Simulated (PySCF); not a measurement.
AlH + HF → AlF + H₂

Level: PBE in the def2-SVP basis family, all electrons, no relativity, computed in PySCF with density fitting; open shells unrestricted.

```csv
species,state and structure,E (Eh),ZPE (kJ/mol),H(298 K) − H(0) (kJ/mol),S° (J/(mol K))
AlH,"singlet, C∞v, Al–H 1.685 Å",-242.75064,9.5,8.7,188.1
HF,"singlet, C∞v, H–F 0.932 Å",-100.25413,23.7,8.7,173.9
AlF,"singlet, C∞v, Al–F 1.691 Å",-341.93882,4.8,8.9,215.4
H₂,"singlet, D∞h, H–H 0.769 Å",-1.16060,25.6,8.7,130.9
```

What is the electronic reaction energy?

At PBE/def2-SVP, ΔE = -248.5 kJ/mol from the differences of the total energies times 2625.5, downhill. 

Add zero-point, thermal and entropy terms for 298.15 K and 1 bar.

ΔZPE = -2.8 and Δ[H(298) − H(0)] = 0.2 kJ/mol give ΔH° = -251.1 kJ/mol. ΔS° = -15.7 J/(mol K), so ΔG° = -251.1 − 298.15 × (-0.0157) = -246 kJ/mol.

Only the bonding shown was studied: isomers, or loss of a ligand pair, can lie lower.
